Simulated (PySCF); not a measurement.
## Dipole response of Cd³⁺ (cadmium, charge +3)

[Kr] 4d9, 2D determinant. All numbers are calculated (PySCF 2.14, a scalar-relativistic core potential, in aug-cc-pVTZ-PP with ECP28MDF). Coupled (time-dependent) response in atomic units; α is the mean over directions.

| method | mean α (bohr³) | α xx, yy, zz | C₆ (like pair) | S(−4) |
| --- | --- | --- | --- | --- |
| UHF | 3.423 | 3.354, 3.354, 3.561 | 14.91 | 1.764 |
| PBE | 3.793 | 3.719, 3.719, 3.940 | 16.83 | 2.460 |
| PBE0 | 3.670 | 3.598, 3.598, 3.815 | 16.20 | 2.204 |

S(−4) is the Cauchy moment in α(ω) = α(0) + S(−4) ω² + …

Spin-orbit coupling is absent.

α(iu) at PBE0:

```csv
u (hartree),α(iu) (bohr³)
0,3.670
0.0500,3.665
0.100,3.649
0.200,3.586
0.300,3.489
0.500,3.230
0.750,2.864
1.00,2.512
1.50,1.927
2.00,1.494
3.00,0.9450
5.00,0.4531
```

A single London oscillator, α(iu) = α/(1 + u²/ω²), gives C₆ = (3/4) ω α². Matching the computed C₆ needs ω = 4 × 16.20 / (3 × 3.670²) = 1.60 hartree.

For an ion, C₆ is the dispersion term alone; charge-induced terms of lower order in 1/R come first.

The components differ because the open shell of this determinant is not spherical; for a pure term their mean is the scalar polarisability.

Energies and moments cover only the electrons outside the core potential.
